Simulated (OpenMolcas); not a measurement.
**Fe2+ in a point-charge field**

Fe2+ among 4 point charges of -0.65 e arranged as a tetrahedron (Td), 2.01 Å from the ion.
```
   1.1605    1.1605    1.1605  -0.65
   1.1605   -1.1605   -1.1605  -0.65
  -1.1605    1.1605   -1.1605  -0.65
  -1.1605   -1.1605    1.1605  -0.65
```

- Program: OpenMolcas
- Method: CASSCF
- Basis: ANO-RCC-VTZP [6s5p3d2f1g]
- Scalar Hamiltonian: DKH2, point nucleus
- Active space: 6 electrons in 5 orbitals (3d)
- State averaging: 2S+1 = 5 even, 5 roots; 2S+1 = 3 even, 45 roots; 2S+1 = 1 even, 50 roots
- Spin-orbit coupling: RASSI with atomic mean-field integrals over the reference wave functions

The lowest spin-free states (labels of Td), above the lowest:

| State | Degeneracy | E (cm-1) | Free-ion L (%) |
| --- | --- | --- | --- |
| 5E | 2 | 0.0 | D (100) |
| 5T2 | 3 | 712.0 | D (100) |
| 3T1 | 3 | 22282 | H (98) |
| 3E | 2 | 22421 | H (100) |
| 3T2 | 3 | 22834 | H (99) |
| 3T1 | 3 | 22986 | H (98) |
| 3T1 | 3 | 25106 | P (86) |
| 3A2 | 1 | 25784 | F (100) |
| 3T2 | 3 | 25974 | F (99) |
| 3T1 | 3 | 26309 | F (87) |
| 3A1 | 1 | 28217 | G (100) |
| 3T1 | 3 | 28440 | G (99) |
| 3E | 2 | 28522 | G (100) |
| 3T2 | 3 | 28931 | G (99) |
| 1E | 2 | 33312 | I (99) |
| 1T2 | 3 | 33366 | I (98) |
| 1A2 | 1 | 33536 | I (100) |
| 1T2 | 3 | 33984 | I (97) |
| 1T1 | 3 | 34027 | I (94) |
| 1A1 | 1 | 34057 | I (91) |

The lowest levels with spin-orbit coupling:

| E (cm-1) | Degeneracy | Label | 2S+1 |
| --- | --- | --- | --- |
| 0.0 | 1 | A1 | 5 |
| 30.9 | 3 | T1 | 5 |
| 61.3 | 2 | E | 5 |
| 130.6 | 3 | T2 | 5 |
| 244.8 | 1 | A2 | 5 |
| 709.4 | 3 | T2 | 5 |
| 906.1 | 3 | T1 | 5 |
| 1015 | 2 | E | 5 |
| 1192 | 3 | T2 | 5 |
| 1297 | 3 | T1 | 5 |
| 1376 | 1 | A1 | 5 |
| 22318 | 1 | A1 | 3 |
| 22370 | 3 | T1 | 3 |
| 22439 | 3 | T2 | 3 |
| 22578 | 2 | E | 3 |
| 22658 | 3 | T1 | 3 |
| 22745 | 3 | T2 | 3 |
| 22861 | 1 | A2 | 3 |
| 22921 | 3 | T2 | 3 |
| 22967 | 2 | E | 3 |

Powder χT (cm3 K/mol): 0.466 at 2 K, 2.27 at 10 K, 4.52 at 50 K, 4.74 at 100 K, 4.8 at 200 K, 4.82 at 300 K. The effective moment at 300 K is 2.828 √(χT) = 6.21 μB.

The lowest level has 2S+1 = 5, for which the spin-only value is χT = S(S+1) / 2 = 3.000 cm3 K/mol (g = 2). The computed 4.818 at 300 K differs by +1.818, through orbital momentum, spin-orbit coupling and any other state in reach.

An orbital doublet at a regular site is open to a Jahn-Teller distortion, which this geometry leaves out. Without dynamic correlation the repulsion within the d shell is too large (B by tens of per cent), so at a given field states of lower spin stand too high. The ground term spreads over less than 5000 cm-1, several times less than with real ligands, so orbital moments are less quenched and χT lies further from the spin-only value than at real sites. Point charges carry no covalency, so the field is a model and not that of real ligands. No measured value stands beside these numbers.
